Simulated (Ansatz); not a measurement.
The same ligand exchange along the group B, Al, Ga, In.

Isolated molecules relaxed with PBE0-D4/def2-TZVP in Ansatz; ΔE leaves out vibrations. CBS: MP2 limit from def2 TZ/QZ plus the TZ coupled-cluster correction, frozen cores. This one scheme is used for every species. Functionals use def2-TZVPP. Elements past krypton have def2 core potentials. For Br, Ga, In outer-core shells are correlated without core-valence functions, which leaves a few kJ/mol of doubt a bond. Scalar relativity is left out up to krypton.

| reaction | ωB97M-V (kcal/mol) |
| --- | --- |
| `FB(F)Br` + HBr → `FB(Br)Br` + H–F | 18.4 |
| `[F][Al]([F])[Br]` + HBr → `[F][Al]([Br])[Br]` + H–F | 5.2 |
| `[F][Ga]([F])[Br]` + HBr → `[F][Ga]([Br])[Br]` + H–F | -11.1 |
| `[F][In]([F])[Br]` + HBr → `[F][In]([Br])[Br]` + H–F | -19.2 |

Problem. Give the CCSD(T)/CBS values in the same order. (An estimate is asked.)

Solution. The calculation gave: 15.9, 4.3, -12.7, -20.8 kcal/mol.

Largest T1 diagnostic: 0.014, for `[F][In]([F])[Br]`.
